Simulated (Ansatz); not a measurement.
A structure relaxed at r2SCAN-D4/def2-SVP in Ansatz, charge 0, doublet:

```xyz
6

W    -0.733   -0.627    0.302
W     0.115    0.028    2.365
W     1.303   -0.104   -0.938
N    -1.570    0.611   -1.119
N     1.289   -0.388    0.944
N    -0.404    0.480   -1.554
```

Q: Give its formula.

A: W₃N₃.

Q: Summarise the bond lengths by kind (pairs closer than 1.2 times the sum of covalent radii, bridged metal pairs left out).

A: 6 × N–W 1.89 to 2.19 Å; 1 × N–N 1.25 Å.

In the def2 sets W takes a core potential; there is no spin–orbit coupling. The charge 0 doublet is spin-contaminated (final ⟨S²⟩ up to 1.84, 0.75 for a pure state). The relaxation made no stability test and no search for a lower SCF solution. No other spin state of charge 0 was run. Another isomer (doublet) lies 2.53 eV lower at PBE0-D4/def2-TZVP; other spin states weren't run for this one.
